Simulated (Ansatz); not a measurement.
H8MgN2Si2, SMILES `[NH2][Mg][N]([SiH3])[SiH3]`, relaxed with RKS PBE0-D4/def2-TZVP in the Gaussian-basis code of Ansatz from a PBE-D4/def2-SVP geometry. The force threshold is 0.005 eV/Å; the program also tests the step.

The species carries charge 0 and has multiplicity 1.

Start:

```xyz
13

N     0.620   -0.851   -3.150
Mg    0.266   -0.364   -1.354
N    -0.098    0.134    0.492
Si    0.684    1.556    1.131
Si   -1.189   -0.866    1.413
H     1.197   -0.332   -3.818
H     0.287   -1.693   -3.628
H     1.596    1.275    2.304
H    -0.279    2.636    1.570
H     1.540    2.135    0.020
H    -1.645   -1.989    0.500
H    -2.425   -0.140    1.892
H    -0.554   -1.502    2.628
```

```
step  energy (eV)  largest force (eV/Å)  largest move (Å)
   1  -24301.0480                 0.642             0.000
   2  -24301.1082                 0.395             0.034
   3  -24301.1193                 0.071             0.034
   4  -24301.1209                 0.062             0.024
   5  -24301.1214                 0.016             0.021
   6  -24301.1215                 0.006             0.006
   7  -24301.1215                 0.000             0.003
```

End:

```xyz
13

N     0.610   -0.834   -3.079
Mg    0.257   -0.352   -1.300
N    -0.104    0.143    0.525
Si    0.682    1.541    1.108
Si   -1.177   -0.864    1.389
H     1.178   -0.321   -3.736
H     0.268   -1.655   -3.555
H     1.602    1.283    2.254
H    -0.250    2.628    1.527
H     1.515    2.079   -0.019
H    -1.600   -1.959    0.453
H    -2.416   -0.173    1.850
H    -0.565   -1.516    2.583
```

Hardware: 2 threads of an AMD EPYC 7R13 on a shared host and a share of an NVIDIA H100 80 GB. Wall time 28 s, peak host memory 0.88 GiB.
